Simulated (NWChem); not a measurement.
Program: NWChem. System: C₄H₅FSi, charge 0, spin multiplicity 1, at a geometry optimised with PBE0/def2-SVP. The structure started from a generated list of species. Level: RHF/def2-SVP.

The NWChem input:

```
start mol
memory heap 200 mb stack 800 mb global 1000 mb
geometry units angstroms nocenter noautoz noautosym
  C      2.155104     1.118349    -1.035992
  C      1.319414     0.565730    -0.345037
  Si     0.057056    -0.245080     0.706331
  F      0.307321    -1.852939     0.662459
  C     -1.642244     0.133174     0.067620
  C     -1.874674     0.883285    -1.016118
  H      2.898208     1.603577    -1.644386
  H      0.240039     0.162869     2.124182
  H     -2.502132    -0.276448     0.614454
  H     -2.890558     1.096876    -1.366752
  H     -1.055834     1.317463    -1.601099
end
basis spherical
  * library def2-svp
end
scf
  rhf
  nopen 0
  maxiter 100
  thresh 1e-7
  semidirect memsize 60000000 filesize 0
end
task scf energy
```

Part of the output:

```
             Northwest Computational Chemistry Package (NWChem) 7.3.0
             --------------------------------------------------------

                                NWChem Input Module
                                -------------------

 Scaling coordinates for geometry "geometry" by  1.889725989
 (inverse scale =  0.529177249)

                             Geometry "geometry" -> ""
                             -------------------------

 Output coordinates in angstroms (scale by  1.889725989 to convert to a.u.)

  No.       Tag          Charge          X              Y              Z
 ---- ---------------- ---------- -------------- -------------- --------------
    1 C                    6.0000     2.15510400     1.11834900    -1.03599200
    2 C                    6.0000     1.31941400     0.56573000    -0.34503700
    3 Si                  14.0000     0.05705600    -0.24508000     0.70633100
    4 F                    9.0000     0.30732100    -1.85293900     0.66245900
    5 C                    6.0000    -1.64224400     0.13317400     0.06762000
    6 C                    6.0000    -1.87467400     0.88328500    -1.01611800
    7 H                    1.0000     2.89820800     1.60357700    -1.64438600
    8 H                    1.0000     0.24003900     0.16286900     2.12418200
    9 H                    1.0000    -2.50213200    -0.27644800     0.61445400
   10 H                    1.0000    -2.89055800     1.09687600    -1.36675200
   11 H                    1.0000    -1.05583400     1.31746300    -1.60109900

 Effective nuclear repulsion energy (a.u.)     255.5383498610

            Nuclear Dipole moment (a.u.)
            ----------------------------
        X                 Y               Z
 ---------------- ---------------- ----------------
    -0.0000075589    -0.0000113384     0.0000037795


 Summary of "ao basis" -> "" (spherical)
 ------------------------------------------------------------------------------
       Tag                 Description            Shells   Functions and Types
 ---------------- ------------------------------  ------  ---------------------
 *                          def2-svp                  on all atoms

 Summary of "ao basis" -> "ao basis" (spherical)
 ------------------------------------------------------------------------------
       Tag                 Description            Shells   Functions and Types
 ---------------- ------------------------------  ------  ---------------------
 C                          def2-svp                 6       14   3s2p1d
 Si                         def2-svp                 8       18   4s3p1d
 F                          def2-svp                 6       14   3s2p1d
 H                          def2-svp                 3        5   2s1p

                                 NWChem SCF Module
                                 -----------------

  ao basis        = "ao basis"
  functions       =   113
  atoms           =    11
  closed shells   =    26
  open shells     =     0
  charge          =   0.00
  wavefunction    = RHF
  use symmetry    = F
  symmetry adapt  = F

 Summary of "ao basis" -> "ao basis" (spherical)
 ------------------------------------------------------------------------------
       Tag                 Description            Shells   Functions and Types
 ---------------- ------------------------------  ------  ---------------------
 C                          def2-svp                 6       14   3s2p1d
 Si                         def2-svp                 8       18   4s3p1d
[...]
       ------------------

         Total SCF energy =   -542.458520707823
      One-electron energy =  -1255.113101526078
      Two-electron energy =    457.116230957222
 Nuclear repulsion energy =    255.538349861033

        Time for solution =      3.6s

             Final eigenvalues
             -----------------

              1
    1  -68.8188
    2  -26.2655
    3  -11.2661
    4  -11.2647
    5  -11.2359
    6  -11.2343
    7   -6.1804
    8   -4.2926
    9   -4.2914
   10   -4.2906
   11   -1.5419
   12   -1.0396
   13   -1.0190
   14   -0.8131
   15   -0.7647
   16   -0.7249
   17   -0.6663
   18   -0.6551
   19   -0.6513
   20   -0.6223
   21   -0.5816
   22   -0.5228
   23   -0.4710
   24   -0.4194
   25   -0.4126
   26   -0.3943
   27    0.1048
   28    0.1393
   29    0.1510
   30    0.1986
   31    0.2035
   32    0.2162
   33    0.2384
   34    0.2599
   35    0.2836
   36    0.2950

                       ROHF Final Molecular Orbital Analysis
                       -------------------------------------

 Vector   24  Occ=2.000000D+00  E=-4.194239D-01
              MO Center=  1.5D+00,  7.8D-01, -6.2D-01, r^2= 2.2D+00
   Bfn.  Coefficient  Atom+Function         Bfn.  Coefficient  Atom+Function
  ----- ------------  ---------------      ----- ------------  ---------------
     5      0.336257   1 C  py               19      0.336445   2 C  py
    22      0.231110   2 C  py                8      0.211406   1 C  py
    18     -0.185306   2 C  px                4     -0.172962   1 C  px

 Vector   25  Occ=2.000000D+00  E=-4.126334D-01
              MO Center=  1.5D+00,  7.6D-01, -5.2D-01, r^2= 2.4D+00
   Bfn.  Coefficient  Atom+Function         Bfn.  Coefficient  Atom+Function
  ----- ------------  ---------------      ----- ------------  ---------------
     6      0.315200   1 C  pz               20      0.308401   2 C  pz
     4      0.218672   1 C  px               18      0.213230   2 C  px
    23      0.208713   2 C  pz                9      0.198020   1 C  pz
    21      0.153941   2 C  px

 Vector   26  Occ=2.000000D+00  E=-3.943033D-01
              MO Center= -1.5D+00,  4.9D-01, -4.0D-01, r^2= 2.5D+00
   Bfn.  Coefficient  Atom+Function         Bfn.  Coefficient  Atom+Function
  ----- ------------  ---------------      ----- ------------  ---------------
    65      0.302168   5 C  py               79      0.294526   6 C  py
    68      0.249013   5 C  py               82      0.225672   6 C  py
    66      0.219497   5 C  pz               80      0.197407   6 C  pz
    69      0.166336   5 C  pz

 Vector   27  Occ=0.000000D+00  E= 1.047568D-01
              MO Center= -3.9D-01,  4.2D-01, -1.5D-01, r^2= 5.0D+00
   Bfn.  Coefficient  Atom+Function         Bfn.  Coefficient  Atom+Function
  ----- ------------  ---------------      ----- ------------  ---------------
    40      0.606802   3 Si py               82     -0.383582   6 C  py
    83     -0.295038   6 C  pz                8     -0.292887   1 C  py
    68      0.281832   5 C  py               95     -0.267407   8 H  s
    49      0.261209   4 F  s                32      0.259831   3 Si s
    79     -0.231428   6 C  py               63     -0.187672   5 C  s

 Vector   28  Occ=0.000000D+00  E= 1.393063D-01
              MO Center=  1.0D+00,  5.2D-01, -2.6D-01, r^2= 4.7D+00
   Bfn.  Coefficient  Atom+Function         Bfn.  Coefficient  Atom+Function
  ----- ------------  ---------------      ----- ------------  ---------------
    63      0.770059   5 C  s                39      0.527784   3 Si px
     9     -0.467162   1 C  pz              100     -0.430453   9 H  s
    95     -0.422855   8 H  s                 7     -0.407990   1 C  px
    21      0.368833   2 C  px               41      0.360122   3 Si pz
    23      0.345254   2 C  pz              105     -0.234976  10 H  s

 Vector   29  Occ=0.000000D+00  E= 1.509964D-01
              MO Center=  1.9D-02,  6.2D-01, -4.1D-01, r^2= 5.5D+00
   Bfn.  Coefficient  Atom+Function         Bfn.  Coefficient  Atom+Function
  ----- ------------  ---------------      ----- ------------  ---------------
    22      0.502158   2 C  py               68     -0.464519   5 C  py
     8     -0.449505   1 C  py               82      0.410452   6 C  py
    40      0.361188   3 Si py               83      0.301351   6 C  pz
    69     -0.296947   5 C  pz               17     -0.258692   2 C  s
     9     -0.248418   1 C  pz               39      0.228550   3 Si px

 center of mass
 --------------
 x =   0.06782907 y =  -0.10804114 z =   0.04731281

 moments of inertia (a.u.)
 ------------------
         577.685127648860         -18.579241877333          21.343604144424
         -18.579241877333         851.337624598865         217.995395342558
          21.343604144424         217.995395342558         992.605182759356

  Mulliken analysis of the total density
  --------------------------------------

    Atom       Charge   Shell Charges
 -----------   ------   -------------------------------------------------------
    1 C    6     6.20   1.99  0.89  0.48  1.90  0.91  0.03
    2 C    6     6.22   1.99  0.90  0.29  1.95  1.06  0.03
    3 Si  14    12.80   2.00  1.99  0.90  0.01  5.94  1.14  0.44  0.38
    4 F    9     9.48   1.99  1.11  0.83  3.34  2.20  0.01
    5 C    6     6.44   1.99  0.88  0.37  2.01  1.17  0.03
    6 C    6     6.03   1.99  0.88  0.25  1.94  0.93  0.04
    7 H    1     0.90   0.73  0.15  0.03
    8 H    1     1.15   0.75  0.39  0.01
    9 H    1     0.92   0.74  0.16  0.03
   10 H    1     0.93   0.75  0.16  0.03
   11 H    1     0.92   0.75  0.15  0.03

       Multipole analysis of the density wrt the origin
       ------------------------------------------------

     L   x y z        total         open         nuclear
     -   - - -        -----         ----         -------
     0   0 0 0      0.000000      0.000000     52.000000

     1   1 0 0     -0.194617      0.000000     -0.000008
     1   0 1 0      0.918200      0.000000     -0.000011
     1   0 0 1     -0.399266      0.000000      0.000004

     2   2 0 0    -26.975647      0.000000    359.476769
     2   1 1 0      2.262089      0.000000     11.384545
     2   1 0 1     -2.165035      0.000000    -11.142152
     2   0 2 0    -34.459572      0.000000    184.147987
     2   0 1 1     -2.050872      0.000000   -117.824439
     2   0 0 2    -30.035381      0.000000    129.757988

 Task  times  cpu:        5.4s     wall:        5.4s

 Total times  cpu:        5.4s     wall:        5.4s
```
